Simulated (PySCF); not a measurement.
## Electron correlation in Ga (gallium, neutral)

[Ar] 3d10 4s1 4p2, high-spin 4P determinant (an excited configuration). Computed with PySCF 2.14 in ANO-RCC-VTZP (6s5p3d1f, 43 functions), with scalar relativity by spin-free X2C-1e. Frozen: [Ne]; 21 electrons correlated.

```tsv
level	correlation energy (mhartree)
CCSD	-544.47
(T)	-5.88
CCSD(T)	-550.35
```

Diagnostics: T1 = 0.0092, D1 = 0.0249, largest double amplitude 0.056.

Question: Is a single reference adequate?

Answer: Yes, within this model without spin-orbit coupling: T1 lies below 0.03 and no double amplitude reaches 0.07.
